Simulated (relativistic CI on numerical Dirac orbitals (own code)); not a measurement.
## Transition arrays of Yb XXX

Computed by Dirac-Coulomb-Breit CI, separate exchange-only KLI orbitals for each configuration, model QED, valence Slater integrals scaled by 0.9, whole transition arrays (own radial code, finite nucleus).

CI space (outside the closed core [Ar] 3d10 4s2): 4p6 4d5, 4p6 4d4 4f, 4p5 4d6, 4p6 4d4 5p, 4p6 4d4 5f. Levels of other configurations are missing.

All E1 lines from the levels of 4p6 4d5; mean and standard deviation are weighted by gf, and upper levels are sorted by their leading configuration.

| Upper configuration | Lines | Σgf | Mean (eV) | Mean (nm) | σ (eV) | Strongest line (nm) |
| --- | --- | --- | --- | --- | --- | --- |
| 4p6 4d4 4f | 5920 | 745.4 | 209.04 | 5.931 | 12.44 | 5.766 |
| 4p5 4d6 | 2795 | 576.3 | 226.81 | 5.466 | 15.45 | 5.454 |
| 4p6 4d4 5p | 3245 | 122.4 | 405.21 | 3.060 | 7.65 | 3.029 |
| 4p6 4d4 5f | 5470 | 355.3 | 559.14 | 2.217 | 6.72 | 2.235 |

Σgf per state of the lower configuration in bins of 0.2 nm over the central range (centre: value): 2.1: 0.51, 2.3: 0.90, 2.9: 0.04, 3.1: 0.44, 5.1: 0.23, 5.3: 0.98, 5.5: 0.71, 5.7: 1.66, 5.9: 0.87, 6.1: 0.16, 6.3: 0.15, 6.5: 0.13, 6.7: 0.11, 6.9: 0.06.

(1) How do configuration mixing and the scaling of the Slater integrals move the arrays?

Answers

(1) Slater scale 0.9, no configuration mixing: 4p6 4d4 4f 203.4 ± 9.1 eV (Σgf 700.1), 4p5 4d6 199.8 ± 26.8 eV (Σgf 522.0), 4p6 4d4 5p 405.4 ± 7.6 eV (Σgf 135.5), 4p6 4d4 5f 559.1 ± 6.7 eV (Σgf 351.0); Slater scale 1: 4p6 4d4 4f 213.0 ± 13.2 eV (Σgf 740.7), 4p5 4d6 229.3 ± 15.4 eV (Σgf 603.6), 4p6 4d4 5p 405.3 ± 7.9 eV (Σgf 120.8), 4p6 4d4 5f 559.2 ± 6.9 eV (Σgf 355.8); Slater scale 0.8: 4p6 4d4 4f 205.1 ± 11.8 eV (Σgf 730.0), 4p5 4d6 223.7 ± 15.6 eV (Σgf 569.2), 4p6 4d4 5p 405.2 ± 7.5 eV (Σgf 124.0), 4p6 4d4 5f 559.1 ± 6.5 eV (Σgf 354.8). With mixing, levels are counted to their leading configuration, so an array can shrink or vanish into another, and the sums then hold other lines.
